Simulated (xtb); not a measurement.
Si(F)2(OH)(SH) (F2H2OSSi), SMILES O[Si](F)(F)S. All values are semi-empirical tight-binding results from xtb (GFN2-xTB unless named), good for trends rather than for accurate numbers. The structure is a stationary point at GFN2-xTB. The values are those of a single conformer.

Task: Estimate the properties. (An estimate is asked for; the answer gives what the named calculation found.)

Result: 
```
Property                                        Value
--------------------------------------  -------------
point group as xtb finds it                        Cs
orbital gap                                   5.45 eV
zero-point energy                       17.6 kcal/mol
G − E(el) at 298.15 K (modified RRHO)   -2.4 kcal/mol
static polarisability (D4 model)           65.1 bohr³
solvation energy, GFN2-xTB/ALPB(water)  -5.5 kcal/mol
solvation energy, GFN2-xTB/ALPB(dmf)    -8.1 kcal/mol
```
